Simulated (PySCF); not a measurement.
All values below come from PBE-D3(BJ)/def2-TZVP run with PySCF. Isolated molecules, 0 K electronic values unless said otherwise. One relaxed conformer stands for a flexible species; it need not be the lowest. Excitations are Tamm–Dancoff values on a coarser integration grid. The basis has no diffuse functions, so Rydberg states are missing or too high.

Reference species (SMILES): `C1SCS1` (neutral, multiplicity 1).

```json
{
 "S1 oscillator strength": "0.000",
 "T1 excitation (TDA)": "3.04 eV",
 "S1–T1 gap (TDA)": "0.30 eV"
}
```

Changed species: `C=C(S)S` (S–C–S–H torsion 0°, S–C–S–H torsion 180°).

Question: Predict the effect on the S1 oscillator strength, T1 excitation (TDA) and S1–T1 gap (TDA).

Answer: the S1 oscillator strength hardly moves; the T1 excitation (TDA) rises by 0.55 eV, to 3.59 eV; the S1–T1 gap (TDA) rises by 0.04 eV, to 0.34 eV.
